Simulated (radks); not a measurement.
Values are calculated unless marked as measured or tabulated.
Mg III, configuration [Ne].

Code: a radial shooting solver on a logarithmic mesh with Libxc functionals. Model: non-relativistic Kohn-Sham, PBE, spin-polarised, spherical densities, point nucleus.

Energy parts (eV):
| part | energy |
|---|---|
| total | -5418.106 |
| kinetic | 5408.993 |
| electron-nucleus | -12782.423 |
| Hartree | 2388.582 |
| exchange-correlation | -433.258 |

Orbitals (lengths in bohr, moments of r in powers of bohr; r(max) is where P^2 peaks):
orbital,occ.,eigenvalue (eV),r(max)
1s,2,-1277.718,0.08538
2s,2,-99.6435,0.5478
2p,6,-66.7177,0.4785

The highest occupied level is 2p at -66.718 eV. The density falls to 0.001 e/bohr^3 at r = 2.22 bohr. Summed over all electrons, <r^2> = 4.806 bohr^2, which gives a Langevin (diamagnetic) susceptibility term of -3.81 x 10^-6 cm^3/mol. Virial ratio -V/T = 2.00168.
